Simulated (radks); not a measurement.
The numbers below are computed, except where a source is named.
Initial-state core-level shifts of neutral erbium when its valence configuration changes from [Xe] 4f12 6s2. Code: a radial shooting solver on a logarithmic mesh with Libxc functionals. Model: Dirac Kohn-Sham, PBE, spin-unpolarised, spherical densities, finite nucleus; open shells fill j = l - 1/2 first; Fermi nuclear charge, rms radius 5.2516 fm. Shifts are changes of the shell-averaged eigenvalues in eV (positive: less bound); the change of the density at the nucleus, which sets a Mossbauer isomer shift, is in e/bohr^3, on a base of 8.728e+05.

valence                2s       4s       4p      5s  density at nucleus
4f11.5 5d0.5 6s2   -3.343   -3.600   -3.542  -2.049              +21.35
4f11 5d1 6s2       -6.905   -7.428   -7.296  -4.009              +44.46
4f11 6s2 6p1      -10.011  -10.500  -10.378  -7.157              +61.64
4f12 5d0.5 6s1.5   +0.356   +0.351   +0.355  +0.420              -17.34
4f12 5d1 6s1       +0.563   +0.555   +0.562  +0.683              -33.33
4f10 5d2 6s2      -14.662  -15.704  -15.381  -7.786              +94.89
4f11.5 6s2 6p0.5   -4.730   -4.974   -4.921  -3.496              +28.59
